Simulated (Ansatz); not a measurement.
Consider the ligand exchange at the Si–O bond: `O[Si](O)(O)O` + `BO` → `BO[Si](O)(O)O` + H₂O.

Program: Ansatz. Geometries: PBE0-D4/def2-TZVP. ΔE: electronic, gas phase. CCSD(T)/CBS adds triple-zeta CCSD(T) − MP2 to the extrapolated MP2 energy (def2 sets, frozen cores). This one scheme is used for every species. DFT in def2-TZVPP. B3LYP here is the variant with VWN-RPA as its local correlation; programs differ in this. Each species was taken in one conformer, which may not be the lowest.

Problem. Is it downhill or uphill in electronic energy at CCSD(T)/CBS, and by how much? (An estimate is asked.)

Solution. The calculation gave: Uphill: ΔE = +11.0 kJ/mol.

Problem. What do these levels give: r2SCAN-D4, B97M-V, PBE0-D4, B3LYP-D4, r2SCAN0-D4, BHLYP-D4, B2PLYP, PBE, BLYP, r2SCAN, r2SCAN0, MP2/def2-SVP? (Estimate.)

Solution. Computed: r2SCAN-D4 15.8, B97M-V 14.7, PBE0-D4 15.3, B3LYP-D4 13.0, r2SCAN0-D4 14.7, BHLYP-D4 11.5, B2PLYP 16.7, PBE 20.5, BLYP 20.1, r2SCAN 16.9, r2SCAN0 16.0, MP2/def2-SVP 20.6 kJ/mol.

Largest T1 diagnostic among the species: 0.014.

Leaving LDA and LC-ωPBE aside and taking each functional with its dispersion term where it has one, the values, not all of them listed here, spread over 5.5 kJ/mol, from BHLYP-D4 to PBE-D4. At CCSD(T), def2-SVP lies +8.8 kJ/mol from the extrapolated value and def2-TZVPP +3.0 kJ/mol.
